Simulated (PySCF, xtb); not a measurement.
SnH₄, SMILES [SnH4].

GFN2-xTB (xtb) at its own geometry gives an orbital gap of 8.38 eV and a dipole moment of 0.00 D.

Coordinates come from a PBE0-D3(BJ)/def2-TZVPD optimisation. The isomer is the one that the SMILES or the coordinates give; other isomers of the formula were not compared. The def2 effective core potentials stand for the cores of Sn; spin–orbit coupling is left out.

Question: What does HF/def2-TZVPD (PySCF) give? (An estimate is asked for; the answer gives what the named calculation found.)

Answer: gap 13.81 eV (levels -12.18 and 1.63 eV), dipole 0.00 D.
